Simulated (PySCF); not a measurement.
Compound: C7H6F (doublet state).
Numbering: `[CH:1]#[C:2][C:3]1=[C:4]([F:5])[CH2:6][CH2:7][CH:8]1` (hydrogens: H9 on C1; H10, H11 on C6; H12, H13 on C7; H14 on C8)

The calculation used UKS B3LYP, pcH-1 on C F H, non-relativistic, mean-field spin-orbit, GIAO in PySCF. Geometry: GFN2-xTB; no solvent, vibrations or thermal averaging. A GFN2-xTB geometry isn't a minimum of the functional, and hyperfine couplings can be far from their values at a DFT geometry. The SCF solution wasn't tested for stability. ⟨S²⟩ is 0.782 where a pure state has 0.75.

Give the isotropic g value and a_iso(19F) at F5.

g_iso = 2.00326 and a = +92.42 MHz, or +3.296 mT (Mulliken spin population +0.04).

For one electron spin and this one nucleus (I = 1/2, g_N = 5.2577), compare first-order, second-order and exact resonance fields at 9.527 GHz.

First order: B = B0 − a·mI with B0 = 339.788 mT. Second order subtracts a²[I(I+1) − mI²]/(2B0). The exact fields come from the Breit–Rabi levels of H = g μB B Sz − g_N μN B Iz + a S·I.

```csv
mI,first order (mT),second order (mT),exact (mT),exact − first order
−1/2,341.436,341.428,341.428,-0.008
+1/2,338.140,338.132,338.132,-0.008
```

Someone takes the midpoint and the distance of the outer exact lines at face value. What g and a result?

Their midpoint, 339.780 mT, gives an apparent g of 2.00330 (true 2.00326), and their distance over 2I an apparent |a| of 3.296 mT (true 3.296).

Other couplings of abundant isotopes, left aside here: 2 × 1H 70 MHz, 2 × 1H 69 MHz, 1 × 1H 46 MHz, 1 × 1H 6 MHz.

Nuclei that the bonding pattern makes equivalent are averaged, as if the motion that swaps them (rotation, inversion, ring flip) were fast.
